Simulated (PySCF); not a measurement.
# PrN: one state, many levels of theory

State: triplet, about 2.3 electrons in the 4f shell (Mulliken), real f orbitals that mix terms. Set-up: Pr x2c-TZVPall, N x2c-TZVPall; spin-free X2C with a Gaussian nucleus (PySCF 2.14). De refers to Pr (4f3 6s2) + N in their high-spin ground configurations, without counterpoise correction. The functionals are run spin-unrestricted. A positive dipole means Pr(−)N(+). Levels whose curve was spin-contaminated or gave no clean fit are not listed.

```json
{"Level": "ROHF", "Re (Å)": "1.734", "ωe (cm⁻¹)": "994", "De (eV)": "n/a", "μ (D)": "-8.19", "CPU s a point (SCF and correlation, without the integrals)": "31"}
{"Level": "ROHF-MP2", "Re (Å)": "1.800", "ωe (cm⁻¹)": "786", "De (eV)": "n/a", "μ (D)": "n/a", "CPU s a point (SCF and correlation, without the integrals)": "41"}
{"Level": "ROHF-SCS-MP2", "Re (Å)": "1.797", "ωe (cm⁻¹)": "803", "De (eV)": "n/a", "μ (D)": "n/a", "CPU s a point (SCF and correlation, without the integrals)": "n/a"}
{"Level": "r²SCAN", "Re (Å)": "1.743", "ωe (cm⁻¹)": "918", "De (eV)": "5.15", "μ (D)": "-5.38", "CPU s a point (SCF and correlation, without the integrals)": "31"}
{"Level": "r²SCANh", "Re (Å)": "1.739", "ωe (cm⁻¹)": "938", "De (eV)": "4.88", "μ (D)": "-6.18", "CPU s a point (SCF and correlation, without the integrals)": "13"}
{"Level": "PBE0", "Re (Å)": "1.733", "ωe (cm⁻¹)": "958", "De (eV)": "5.11", "μ (D)": "-6.81", "CPU s a point (SCF and correlation, without the integrals)": "12"}
{"Level": "LC-ωPBE", "Re (Å)": "1.706", "ωe (cm⁻¹)": "1035", "De (eV)": "5.41", "μ (D)": "-6.99", "CPU s a point (SCF and correlation, without the integrals)": "29"}
```

Q: What does second-order correlation do here, going from ROHF to ROHF-MP2?

A: ROHF-MP2 less ROHF: +6.6 pm in Re, -20.9 % in ωe. Correlation nearly always deepens the well. The bond lengthens, as in strong covalent bonds, where excitations into antibonding orbitals dominate.

Correlated steps freeze 19 core orbitals. Spin–orbit coupling is left out, which matters for elements this heavy, above all for dissociation energies. The state is the lowest single determinant that the PBE0 search found; with open d or f shells the true ground state can be another one.

The whole job (state search and all levels along the bond) took about 15 min on 4 threads of Intel Xeon Platinum 8559C (shared host), peak memory 8.7 GiB.
